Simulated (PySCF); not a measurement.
C2H6AlFO, SMILES CC[O][AlH][F]. Atoms are numbered in the order given.

```xyz
11

Al    -0.4472    -1.0744     0.0000
H     -2.0123    -1.0262     0.0000
F      0.2894    -2.5651     0.0000
O      0.5706     0.2600     0.0000
C      0.7285     1.6488     0.0000
C     -0.5935     2.4044     0.0000
H      1.3248     1.9403    -0.8851
H      1.3248     1.9403     0.8851
H     -1.1906     2.1528    -0.8920
H     -0.4223     3.4929     0.0000
H     -1.1906     2.1528     0.8920
```

The structure is a stationary point at B3LYP-D3(BJ)/def2-SVP. The structure was generated by enumeration; whether it is a known compound was not checked. Other conformers were not sampled.

All values below come from TDA-ωB97X/def2-SVPD (PySCF).

Vertical excitations. Gas-phase values at a fixed geometry. State labels are in the subgroup Cs.

Question: Estimate the UV-visible absorptions. (The exact figures need the calculation; the answer reports its results.)

Answer: 
```csv
state,symmetry,energy (eV),λ (nm),f,main pairs
S1,A",7.02,177,0.014,HOMO→LUMO 93 %
S2,A",7.47,166,0.016,"HOMO−1→LUMO+1 74 %, HOMO−1→LUMO+3 12 %"
S3,A',7.47,166,0.032,"HOMO→LUMO+1 52 %, HOMO−1→LUMO 27 %, HOMO→LUMO+3 12 %"
S4,A',7.69,161,0.099,"HOMO−1→LUMO 62 %, HOMO→LUMO+1 23 %"
S5,A",8.46,146,0.128,HOMO−2→LUMO 90 %
S6,A",8.67,143,0.010,HOMO−1→LUMO+2 73 %
S7,A',8.75,142,0.026,HOMO→LUMO+2 72 %
S8,A',9.21,135,0.094,"HOMO−2→LUMO+1 31 %, HOMO→LUMO+4 15 %, HOMO−2→LUMO+2 14 %, HOMO→LUMO+3 10 %"
S9,A",9.37,132,0.066,"HOMO−1→LUMO+4 57 %, HOMO−1→LUMO+3 24 %"
S10,A',9.47,131,0.532,"HOMO→LUMO+3 31 %, HOMO−2→LUMO+1 21 %, HOMO−2→LUMO+3 17 %, HOMO−2→LUMO+2 9 %"
T1,A",6.75,184,0,HOMO→LUMO 84 %
T2,A',6.99,177,0,HOMO−1→LUMO 85 %
T3,A',7.07,175,0,"HOMO→LUMO+1 62 %, HOMO→LUMO+3 13 %"
T4,A",7.29,170,0,"HOMO−1→LUMO+1 69 %, HOMO−1→LUMO+3 13 %"
```
Triplets are in the Tamm–Dancoff approximation.
